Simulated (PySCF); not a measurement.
MnH₃⁻ at several levels of theory

All levels use the PBE0 minimum (sextet; Mn–H 1.768 Å (×3); H–Mn–H 120.0° (×3)), basis [Mn def2-TZVPD, H def2-TZVPD], no relativity, density fitting, no spin–orbit coupling, PySCF. For vertical energies the ionised species is a quintet (spins chosen at PBE0 and kept). Open shells are unrestricted, also as the reference of the correlated levels. A dash marks a value that was not computed or is not defined at that level.

```xyz
4
charge -1 multiplicity 6, angstrom
Mn    0.0000    0.0000    0.0000
H     1.7676    0.0000    0.0000
H    -0.8838    1.5308    0.0000
H    -0.8838   -1.5308    0.0000
```

| level | vertical detachment energy (eV) | −ε(HOMO) (eV) |
| --- | --- | --- |
| PBE0 | 2.85 | 0.87 |
| HF | 2.66 | 3.64 |
| MP2 | 3.21 | – |
| PBE | 2.48 | -0.41 |
| B3LYP | 2.83 | 0.64 |
| r2SCAN | ? | ? |
| TPSSh | 2.68 | 0.20 |
| wB97X | 3.12 | 3.18 |
| r2SCAN0 | ? | ? |

(1) Fill in the row of r2SCAN.

(2) Fill in the row of r2SCAN0.

## Answers

(1) vertical detachment energy (eV) 2.67, −ε(HOMO) (eV) -0.10.

(2) vertical detachment energy (eV) 2.93, −ε(HOMO) (eV) 1.04.

The highest occupied level lies above zero at PBE, r2SCAN, a mark of self-interaction error.

Spin contamination in at least one species weakens the values at: PBE0, HF, MP2, PBE, B3LYP, r2SCAN, TPSSh, wB97X, r2SCAN0.

Open d and f shells are described by one determinant, and the ground state may have another occupation or spin. The lowest empty level of this anion is unbound, so it and the gap depend on the basis.
